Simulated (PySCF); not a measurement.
A species of formula C6H13OP has this rotational fingerprint, computed with PBE0/pcSseg-1 in PySCF (dipole) on a GFN2-xTB geometry, gas phase:

| Property | Result |
| --- | --- |
| Rotational constants | A = 2888, B = 881.5, C = 786.1 MHz |
| Dipole components | \|μa\| = 1.84 D, \|μb\| = 0.57 D, \|μc\| = 0.22 D |
| Inertial defect | -105.32 u·Å² |
| κ | -0.91 |

**Question.** Which structure is it? (One computed conformer of each.)
A. `[CH3:1][P:2]([CH2:3][OH:4])[CH:5]1[CH2:6][CH2:7][CH2:8]1` with C1–P2–C3–O4 172°, P2–C3–O4–H 58°, C1–P2–C5–C6 -179°, P2–C5–C6–C7 -131°, C5–C6–C7–C8 12°, C6–C7–C8–C5 -12°, P2–C5–C8–C7 131°
B. `[CH2:1]=[CH:2][P:3](=[O:4])([CH2:5][CH3:6])[CH2:7][CH3:8]` with C1–C2–P3–O4 -1°, C2–P3–C5–C6 -177°, C2–P3–C7–C8 69°
C. `[CH2:1]=[CH:2][CH2:3][P:4]([CH3:5])[CH2:6][O:7][CH3:8]` with C1–C2–C3–P4 -109°, C2–C3–P4–C5 -74°, C3–P4–C6–O7 49°, P4–C6–O7–C8 -177°

**Answer.** C. It is C=CCP(C)COC, a near-prolate asymmetric top, point group C1. The candidates at the same level (rigid rotor, commonest isotopes):

```csv
SMILES,A (MHz),B (MHz),C (MHz),μa (D),μb (D),μc (D),Δ (u·Å²),point group,rotor
C=CCP(C)COC,2888,881.5,786.1,1.84,0.57,0.22,-105.32,C1,near-prolate asymmetric top
CP(CO)C1CCC1,2339,1284,906.7,0.08,1.15,0.21,-52.25,C1,asymmetric top
C=CP(=O)(CC)CC,1993,1440,1078,0.05,0.17,3.57,-135.61,C1,asymmetric top
```

`CP(CO)C1CCC1` has B 46 % too high; `C=CP(=O)(CC)CC` has B 63 % too high. No structure here is proved a minimum.
